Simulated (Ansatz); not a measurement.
Frontier orbitals of BH₅O₄Si, SMILES `BO[Si](O)(O)O`.

```xyz
11

B     0.683    1.926   -0.220
O     0.746    0.716    0.366
Si   -0.085   -0.679    0.110
O    -0.475   -0.919   -1.449
O     0.865   -1.941    0.479
O    -1.392   -0.526    1.073
H     1.401    2.795    0.189
H    -0.080    2.121   -1.132
H    -1.142   -0.346   -1.829
H     1.435   -1.853    1.243
H    -1.955   -1.295    1.171
```

Total charge 0; spin multiplicity 1. All single points use the PBE0-D4/def2-TZVP geometry. It is one conformer, not always the lowest. Basis def2-TZVPP, Ansatz.

Orbital energies of one run (eV). Highest occupied ones, from the top: -6.98, -7.53, -7.98, -8.29, -8.80, -9.21, -9.54, -9.87, -10.22, -10.95, -12.44, -13.07, -13.86, -15.09. Empty: -1.61, -0.64, 0.50, 0.64, 1.74, 1.89.

Question: Which functional gave them?
A. PBE
B. CAM-B3LYP
C. BHLYP
D. LC-ωPBE

Answer: A. HOMO energies: PBE -6.98, LC-ωPBE -11.34, CAM-B3LYP -10.00, BHLYP -9.99 eV.

LC-ωPBE has ω = 0.4 bohr⁻¹.
